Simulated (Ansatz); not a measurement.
Steps of a relaxation of C$_{3}$H$_{9}$BO$_{2}$ (`CC(C)B(O)O`) with RKS PBE0-D4/def2-TZVP.

```sh
$ ansatz run in.yaml --threads 2 --pin off --events-out ev --progress --plain --max-ram 22528MiB --backend cuda --devices 0, --max-vram 18GiB
```

```yaml
crystal:
  periodic: [false, false, false]
  atoms:
    - {symbol: C, position_ang: [0.751330, -0.709850, -1.245520]}
    - {symbol: C, position_ang: [0.058060, 0.354930, -0.385720]}
    - {symbol: C, position_ang: [1.077480, 1.010830, 0.551850]}
    - {symbol: B, position_ang: [-1.213310, -0.269530, 0.384090]}
    - {symbol: O, position_ang: [-1.382840, -0.226900, 1.733570]}
    - {symbol: O, position_ang: [-2.173480, -0.868500, -0.349800]}
    - {symbol: H, position_ang: [1.565290, -0.270710, -1.819810]}
    - {symbol: H, position_ang: [0.037050, -1.155020, -1.931960]}
    - {symbol: H, position_ang: [1.160230, -1.498540, -0.617210]}
    - {symbol: H, position_ang: [-0.311150, 1.127850, -1.069190]}
    - {symbol: H, position_ang: [1.898210, 1.440220, -0.019860]}
    - {symbol: H, position_ang: [1.497670, 0.275610, 1.237450]}
    - {symbol: H, position_ang: [0.618340, 1.810470, 1.131610]}
    - {symbol: H, position_ang: [-0.685530, 0.198940, 2.229650]}
    - {symbol: H, position_ang: [-2.897350, -1.219820, 0.170840]}
basis:
  gaussian: {orbitals: def2-TZVP}
hamiltonian: {xc: pbe0, dispersion: d4}
relax: {f_tol: 0.005, max_steps: 150}
```

Positions (Å) and forces (eV/Å) along the path, 8 of 8 steps:

```xyz
15
step=1 energy=-8025.6657 eV
C     0.751   -0.710   -1.246   -0.383    0.257    0.167
C     0.058    0.355   -0.386   -0.012   -0.282    0.401
C     1.077    1.011    0.552   -0.463   -0.134   -0.280
B    -1.213   -0.270    0.384    0.878    0.582   -0.288
O    -1.383   -0.227    1.734   -0.248   -0.135    0.315
O    -2.173   -0.869   -0.350   -0.270   -0.215   -0.471
H     1.565   -0.271   -1.820    0.142    0.012   -0.094
H     0.037   -1.155   -1.932   -0.025   -0.157   -0.164
H     1.160   -1.499   -0.617    0.119   -0.175    0.049
H    -0.311    1.128   -1.069   -0.148    0.020   -0.002
H     1.898    1.440   -0.020    0.157    0.081    0.003
H     1.498    0.276    1.237    0.129   -0.075    0.145
H     0.618    1.810    1.132    0.029    0.159    0.146
H    -0.686    0.199    2.230    0.164    0.086   -0.066
H    -2.897   -1.220    0.171   -0.068   -0.023    0.139
15
step=2 energy=-8025.6910 eV
C     0.736   -0.719   -1.249   -0.071    0.168    0.109
C     0.064    0.352   -0.381   -0.132   -0.095    0.194
C     1.067    1.017    0.563   -0.139   -0.124   -0.209
B    -1.202   -0.256    0.373    0.498    0.156   -0.071
O    -1.367   -0.225    1.727   -0.217   -0.061    0.205
O    -2.163   -0.866   -0.364   -0.179   -0.085   -0.235
H     1.553   -0.288   -1.832    0.059   -0.005   -0.043
H     0.025   -1.173   -1.938   -0.022   -0.017   -0.022
H     1.156   -1.515   -0.629    0.037   -0.060    0.020
H    -0.327    1.122   -1.058   -0.022    0.022   -0.027
H     1.898    1.454    0.005    0.063    0.034    0.011
H     1.496    0.288    1.257    0.048   -0.027    0.056
H     0.612    1.820    1.148   -0.012    0.042    0.025
H    -0.664    0.207    2.214    0.084    0.036   -0.089
H    -2.884   -1.218    0.163    0.007    0.016    0.077
15
step=3 energy=-8025.6972 eV
C     0.738   -0.717   -1.246    0.040    0.014   -0.014
C     0.061    0.344   -0.374    0.065   -0.036   -0.005
C     1.064    1.014    0.561    0.003   -0.015   -0.019
B    -1.191   -0.268    0.372   -0.047    0.118    0.049
O    -1.370   -0.222    1.728   -0.089   -0.079    0.063
O    -2.168   -0.860   -0.371    0.003   -0.043   -0.038
H     1.553   -0.284   -1.834   -0.016   -0.006    0.010
H     0.029   -1.178   -1.936    0.003    0.016    0.017
H     1.168   -1.516   -0.632   -0.013    0.021   -0.005
H    -0.343    1.112   -1.050    0.007   -0.011    0.004
H     1.896    1.458    0.006   -0.020   -0.012    0.000
H     1.504    0.292    1.259   -0.012    0.010   -0.013
H     0.609    1.819    1.149   -0.001   -0.012   -0.011
H    -0.657    0.206    2.205    0.031    0.005   -0.072
H    -2.892   -1.198    0.163    0.045    0.028    0.034
15
step=4 energy=-8025.6986 eV
C     0.738   -0.715   -1.244    0.007   -0.038   -0.017
C     0.060    0.344   -0.373    0.047    0.039   -0.042
C     1.064    1.013    0.559    0.019    0.022    0.033
B    -1.196   -0.259    0.372   -0.029   -0.074    0.045
O    -1.373   -0.227    1.729   -0.057   -0.011    0.018
O    -2.168   -0.861   -0.372    0.007    0.020   -0.018
H     1.555   -0.283   -1.831   -0.022    0.006    0.017
H     0.030   -1.175   -1.935    0.007    0.006    0.010
H     1.168   -1.514   -0.630   -0.012    0.019   -0.007
H    -0.342    1.112   -1.050    0.012    0.000   -0.001
H     1.897    1.453    0.003   -0.020   -0.011   -0.001
H     1.502    0.291    1.259   -0.013    0.009   -0.014
H     0.611    1.820    1.144    0.005   -0.010   -0.005
H    -0.657    0.202    2.202    0.019    0.005   -0.042
H    -2.888   -1.201    0.167    0.030    0.019    0.024
15
step=5 energy=-8025.6991 eV
C     0.739   -0.716   -1.244    0.011   -0.020   -0.004
C     0.061    0.343   -0.373   -0.003    0.025   -0.017
C     1.063    1.013    0.559    0.019    0.010    0.019
B    -1.196   -0.261    0.372   -0.020   -0.034    0.013
O    -1.375   -0.228    1.729   -0.024   -0.006    0.014
O    -2.168   -0.860   -0.372    0.004    0.009   -0.023
H     1.554   -0.281   -1.830   -0.006    0.000    0.004
H     0.030   -1.176   -1.935    0.001    0.003    0.004
H     1.168   -1.514   -0.630   -0.003    0.005   -0.004
H    -0.340    1.111   -1.050    0.001   -0.001    0.002
H     1.896    1.452    0.002   -0.004   -0.002    0.001
H     1.501    0.292    1.260   -0.003    0.003   -0.004
H     0.610    1.821    1.144    0.000   -0.006   -0.005
H    -0.656    0.200    2.198    0.014    0.005   -0.020
H    -2.888   -1.197    0.170    0.011    0.008    0.019
15
step=6 energy=-8025.6992 eV
C     0.741   -0.716   -1.244   -0.016   -0.006    0.007
C     0.061    0.344   -0.374   -0.013   -0.010   -0.016
C     1.063    1.014    0.561   -0.009   -0.006    0.007
B    -1.198   -0.262    0.368   -0.011   -0.003    0.039
O    -1.375   -0.230    1.726    0.002   -0.002   -0.007
O    -2.176   -0.857   -0.372    0.027    0.006   -0.013
H     1.555   -0.282   -1.832    0.003    0.003   -0.004
H     0.031   -1.178   -1.932    0.009    0.001   -0.001
H     1.172   -1.512   -0.629   -0.003    0.004   -0.001
H    -0.338    1.112   -1.052    0.002    0.000   -0.003
H     1.896    1.454    0.006    0.000    0.001   -0.004
H     1.499    0.292    1.261    0.000    0.000   -0.001
H     0.607    1.819    1.146    0.001    0.004    0.000
H    -0.651    0.197    2.188    0.006    0.002    0.001
H    -2.887   -1.194    0.181    0.001    0.007   -0.005
15
step=7 energy=-8025.6994 eV
C     0.740   -0.716   -1.244   -0.001   -0.002    0.000
C     0.061    0.344   -0.374   -0.004    0.000   -0.001
C     1.062    1.014    0.560    0.003    0.004    0.001
B    -1.197   -0.262    0.371   -0.004   -0.001    0.006
O    -1.375   -0.230    1.728    0.000   -0.002   -0.001
O    -2.172   -0.858   -0.373    0.001    0.000   -0.004
H     1.554   -0.281   -1.831    0.002    0.001   -0.001
H     0.031   -1.178   -1.933    0.000    0.000    0.000
H     1.171   -1.513   -0.629    0.000    0.000    0.000
H    -0.339    1.111   -1.052    0.001   -0.001    0.001
H     1.895    1.453    0.004    0.001    0.001    0.000
H     1.499    0.292    1.261    0.000   -0.001    0.000
H     0.608    1.820    1.145    0.000    0.000    0.000
H    -0.651    0.197    2.191    0.003    0.001   -0.002
H    -2.887   -1.193    0.176   -0.002    0.000    0.000
15
step=8 energy=-8025.6994 eV
C     0.740   -0.717   -1.243    0.000   -0.001    0.001
C     0.060    0.344   -0.374   -0.004    0.003    0.000
C     1.062    1.015    0.560    0.000    0.001   -0.001
B    -1.197   -0.263    0.371   -0.001   -0.002    0.000
O    -1.372   -0.234    1.729    0.000    0.002   -0.001
O    -2.174   -0.854   -0.373   -0.001   -0.001    0.001
H     1.555   -0.282   -1.829    0.001    0.001    0.000
H     0.033   -1.179   -1.933   -0.002    0.000    0.001
H     1.171   -1.513   -0.627    0.000    0.000    0.000
H    -0.340    1.110   -1.052    0.001    0.000    0.000
H     1.894    1.455    0.003    0.000    0.000    0.000
H     1.499    0.294    1.260    0.001    0.000    0.000
H     0.606    1.821    1.144    0.000    0.000    0.000
H    -0.648    0.193    2.190    0.000   -0.003    0.000
H    -2.890   -1.189    0.175    0.003    0.001   -0.001
```

Hardware: 2 threads of an AMD EPYC 7R13 on a shared host and a share of an NVIDIA H100 80 GB. Wall time 13 s, peak host memory 0.9 GiB.
